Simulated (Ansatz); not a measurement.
Ansatz (a first-principles code) input (B3LYP-D3(BJ)/def2-TZVP):

Ansatz 0.2 input:
```yaml
crystal:
  periodic: [false, false, false]
  atoms:
    - {symbol: Hg, position_ang: [-0.00473133, 0.00845605, 0.01129326]}
    - {symbol: I, position_ang: [-0.21831057, 2.07381654, -1.68724686]}
    - {symbol: I, position_ang: [0.20900136, -2.05822173, 1.71090306]}
basis:
  gaussian:
    orbitals: def2-TZVP
hamiltonian:
  xc: b3lyp
  dispersion: d3bj
total_charge: 1
magnetization: {spin_polarized: true, initial_magnetization: 1}
relax: {f_tol: 0.002, max_steps: 150}
```

Output:

```
Functional definition: B3LYP
integrals: 0.07 GiB planned
1241 factors; their error is unknown
mean field: 0.92 GiB planned
mean field evaluation 1: about -20376.1217 eV, gradient 1.9e1 eV
mean field evaluation 2: about -20373.6229 eV, gradient 3.1e1 eV
mean field evaluation 4: about -20378.0720 eV, gradient 8.9e-1 eV
mean field evaluation 8: about -20378.5408 eV, gradient 5.8e-1 eV
mean field evaluation 16: about -20378.5412 eV, gradient 1.8e-4 eV
mean field evaluation 32: about -20378.5412 eV, gradient 2.3e-3 eV
mean field evaluation 64: about -20378.5421 eV, gradient 5.7e-3 eV
mean field -20378.54118841 eV, -748.8975756028 hartree, gradient 9.7e-6 eV, S^2 0.754619; 9 other end points of the search recorded, 0 dependent functions left out
the calculation of the forces begins
reference -20378.54141140 eV, -748.8975837975 hartree; 35, 34 occupied and 108, 109 virtual orbitals, 1241 factors
relax step   1: F+E_penalty+E_count = -20378.75732125 eV  Δ(F+E_penalty+E_count) = +0.000e0 eV  max|allowed force component| = 4.411e-1 eV/Å  Δτ_max = 0.0000 Å  (401 SCF iters, accepted)
these checks for a lower state are left out or cut short: starts, cluster_reference, orbital_swaps, neighbouring_geometries, increment
integrals: 0.07 GiB planned
1241 factors; their error is unknown
mean field: 0.92 GiB planned
mean field evaluation 96: about -20378.5775 eV, gradient 1.8e-5 eV
mean field -20378.57752602 eV, -748.8989109855 hartree, gradient 8.5e-6 eV, S^2 0.754815; 0 other end points of the search recorded, 0 dependent functions left out
the calculation of the forces begins
reference -20378.57774701 eV, -748.8989191065 hartree; 35, 34 occupied and 108, 109 virtual orbitals, 1241 factors
relax step   2: F+E_penalty+E_count = -20378.79881063 eV  Δ(F+E_penalty+E_count) = -4.149e-2 eV  max|allowed force component| = 8.488e-2 eV/Å  Δτ_max = 0.0828 Å  (175 SCF iters, accepted)
these checks for a lower state are left out or cut short: starts, cluster_reference, orbital_swaps, neighbouring_geometries, increment
integrals: 0.07 GiB planned
1241 factors; their error is unknown
mean field: 0.93 GiB planned
mean field evaluation 128: about -20378.5796 eV, gradient 2.5e-5 eV
mean field -20378.57957656 eV, -748.8989863411 hartree, gradient 9.9e-6 eV, S^2 0.754782; 0 other end points of the search recorded, 0 dependent functions left out
the calculation of the forces begins
reference -20378.57979786 eV, -748.8989944740 hartree; 35, 34 occupied and 108, 109 virtual orbitals, 1241 factors
relax step   3: F+E_penalty+E_count = -20378.79999618 eV  Δ(F+E_penalty+E_count) = -1.186e-3 eV  max|allowed force component| = 1.418e-2 eV/Å  Δτ_max = 0.0133 Å  (171 SCF iters, accepted)
these checks for a lower state are left out or cut short: starts, cluster_reference, orbital_swaps, neighbouring_geometries, increment
integrals: 0.07 GiB planned
1241 factors; their error is unknown
mean field: 0.92 GiB planned
mean field evaluation 160: about -20378.5795 eV, gradient 2.2e-5 eV
mean field -20378.57948048 eV, -748.8989828102 hartree, gradient 2.6e-6 eV, S^2 0.754787; 0 other end points of the search recorded, 0 dependent functions left out
the calculation of the forces begins
reference -20378.57970173 eV, -748.8989909412 hartree; 35, 34 occupied and 108, 109 virtual orbitals, 1241 factors
relax step   4: F+E_penalty+E_count = -20378.80003137 eV  Δ(F+E_penalty+E_count) = -3.519e-5 eV  max|allowed force component| = 6.108e-4 eV/Å  Δτ_max = 0.0020 Å  (176 SCF iters, accepted)
integrals: 0.07 GiB planned
1241 factors; their error is unknown
mean field: 0.92 GiB planned
mean field evaluation 192: about -20378.5795 eV, gradient 1.3e-5 eV
mean field evaluation 224: about -20378.5790 eV, gradient 5.8e-1 eV
mean field evaluation 256: about -20378.1935 eV, gradient 2.7e-5 eV
mean field evaluation 288: about -20378.4580 eV, gradient 1.4e0 eV
mean field -20378.57948048 eV, -748.8989828102 hartree, gradient 1.7e-6 eV, S^2 0.754787; 10 other end points of the search recorded, 0 dependent functions left out
the calculation of the forces begins
reference -20378.57970173 eV, -748.8989909412 hartree; 35, 34 occupied and 108, 109 virtual orbitals, 1241 factors
Total energy: -20378.80025263 eV, -748.9070960371 hartree
Atom 0 at    -0.004680     0.008017     0.011650 Å, force     0.000000    -0.000000     0.000000 eV/Å
Atom 1 at    -0.212660     2.019147    -1.642285 Å, force    -0.000063     0.000611    -0.000502 eV/Å
Atom 2 at     0.203300    -2.003113     1.665584 Å, force     0.000063    -0.000611     0.000502 eV/Å
Dipole moment:    -0.000000    -0.000000     0.000000 e Å
```

The spin state was set by rule; other spins were not relaxed.
